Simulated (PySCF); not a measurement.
Input file for PySCF: R-HF/STO-3G on C3H8 (a complex), monomers drawn apart or pushed together.

```python
from pyscf import gto, scf, dft, mp
from pyscf.data.elements import chemcore

mol = gto.M(
    atom='''
    C     0.01115426   -0.01386974   -0.44916871
    H     0.57465502    0.14076704    0.46940554
    H     0.58796746    0.34760544   -1.29957537
    H    -0.19266256   -1.07662218   -0.57515471
    H    -0.93059133    0.53087423   -0.39220906
    C    -0.52338352    0.02184567    3.70514398
    C     0.50232833    0.00714963    4.54317833
    H    -0.91375045   -0.88767798    3.26517907
    H    -1.01414899    0.94472127    3.42083013
    H     0.89323748    0.91753528    4.98141905
    H     0.99366813   -0.91601954    4.82599550
    ''',
    basis='sto-3g',
    charge=0, spin=0, verbose=3, max_memory=1800)
mf = scf.RHF(mol)
mf.conv_tol = 1e-8
mf.max_cycle = 100
mf.kernel()
if not mf.converged:
    mf = mf.newton().run(mf.mo_coeff, mf.mo_occ)
```

The log:

```
converged SCF energy = -116.800112931567
```

Self-consistency was reached.

Cost: roughly 0.08 core-seconds.
